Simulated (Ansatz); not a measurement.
Total energies of the cluster Ag₃Pd from Ansatz at r2SCAN-D4/def2-TZVP, gas phase (1 Eh = 27.2114 eV = 2625.5 kJ/mol). The reference geometry is relaxed at r2SCAN-D4/def2-SVP.

Cartesian coordinates in Å:
```
Pd 1.1438 0.3881 -0.5251
Ag -0.9175 -0.7787 0.6102
Ag 0.5363 1.0076 1.9713
Ag -0.7627 -0.6171 -2.0564
```

```tsv
state	geometry	energy (Eh)
charge 0 doublet	reference	-569.14911
charge 1 singlet	reference	-568.91292
charge 0 quartet	relaxed at r2SCAN-D4/def2-SVP	-569.09525
free Pd atom (singlet)	–	-127.89506
free Ag atom (doublet)	–	-147.01662
```

In the def2 sets Ag, Pd take a core potential; there is no spin–orbit coupling.

(1) Work out the vertical ionisation energy to the singlet.

(2) Which of the charge 0 states is lowest, and how far above it are the others?

(3) What is the binding energy per atom against free atoms?

(1) E(charge 1 singlet) − E(charge 0 doublet) = -568.91292 − (-569.14911) = 0.23619 Eh = 6.43 eV. For comparison, −ε of the highest occupied level of the spin that leaves is 4.35 eV at this level, 2.08 eV less.

(2) The doublet. quartet: -569.09525 − (-569.14911) = 0.05386 Eh = 141.4 kJ/mol.

(3) Atoms: 1 × (-127.89506) + 3 × (-147.01662) = -568.94492 Eh. Binding: -568.94492 − (-569.14911) = 0.20419 Eh = 5.56 eV, or 1.39 eV for each of 4 atoms (no zero-point energy, no counterpoise term).

The structure comes from a short search, and lower isomers may exist.
